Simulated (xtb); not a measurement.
BClH5NO2Si, SMILES B(O)(N[SiH2]Cl)O. All values are semi-empirical tight-binding results from xtb (GFN2-xTB unless named), good for trends rather than for accurate numbers. Coordinates come from a GFN2-xTB optimisation. The structure was generated by enumeration, and PubChem lists no compound with its InChIKey, so it may never have been made. Other conformers were not sampled.

Estimate the properties. (Estimate from the structure and the level; the computed values follow.)


The point group as xtb finds it is Cs and the orbital gap is 5.91 eV. The dipole moment is 5.19 D and the zero-point energy is 41.4 kcal/mol. The G − E(el) at 298.15 K (modified RRHO) comes out as 20.4 kcal/mol and the static polarisability (D4 model) is 74.4 bohr³. The solvation energy, GFN2-xTB/ALPB(water) comes out as -9.2 kcal/mol and the solvation energy, GFN2-xTB/ALPB(dmf) comes out as -12.1 kcal/mol.
